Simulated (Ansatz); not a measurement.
Species: SrCl₂, charge 0, triplet. This triplet is an excited state, 4.1 eV above the singlet at CCSD(T)/def2-QZVPP (Ansatz, an electronic-structure program). SrCl2 (parent SMILES [Cl][Sr][Cl], triplet).
B3LYP-D3(BJ)/def2-TZVP minimum from Ansatz:
```xyz
3

Sr     0.5161     0.7245     0.7582
Cl     0.3847    -0.5539    -1.7464
Cl    -1.5384    -1.0655     0.0516
```
Charge 0, spin multiplicity 3.

Total energies in def2-SVP, 16 correlated electrons, 14 frozen orbitals. Open shells are spin-unrestricted; no spin-orbit coupling. Correlated methods leave the cores frozen (noble-gas shells, and filled d and f shells in the p block). Past Kr the def2 sets carry scalar-relativistic core potentials. The spin of Cl2Sr (parent SMILES [Cl][Sr][Cl], triplet) was assumed, and the state is the lowest solution found for it.

```csv
method,program,energy (Eh),minus CCSDT(Q) (mEh)
HF,Ansatz,-949.12464,303.96
MP2,Ansatz,-949.39483,33.77
CCSD,Ansatz,-949.42124,7.36
CCSD(T),Ansatz,-949.42723,1.37
CCSDT(Q),Ansatz,-949.42860,0.00
```

Rough core times of Ansatz's runs on a shared machine: CCSD(T) 20 s, CCSDT(Q) 3 min.
